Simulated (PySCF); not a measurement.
Al(OH)(OMe)(NH2) (CH6AlNO2), SMILES C[O][Al]([NH2])[OH].

Geometry optimised at PBE0-D3(BJ)/def2-SVP. The structure was generated by enumeration; whether it is a known compound was not checked. One conformer was computed; it need not be the lowest.

Method: PySCF with C-PCM-B3LYP/def2-SVP.

The values are the electrostatic part of the solvation free energy, E(continuum) − E(gas) at the gas-phase geometry, in a cavity of scaled van der Waals radii (PySCF's table); cavitation and dispersion terms are not included. A continuum can't describe solvent molecules that bind to the metal. In vacuum the orbital gap is 6.58 eV. The dipole moment in vacuum is 1.87 D.

Problem. Estimate the values in water (ε = 78.36), N,N-dimethylformamide (ε = 37.22), chlorobenzene (ε = 5.70). (An estimate is asked for; the answer gives what the named calculation found.)

Solution. 
```tsv
solvent	ε	ΔG(elec) (kcal/mol)	dipole (D)	gap (eV)
water	78.36	-7.1	2.24	6.64
N,N-dimethylformamide	37.22	-7.0	2.23	6.64
chlorobenzene	5.70	-5.9	2.17	6.64
```
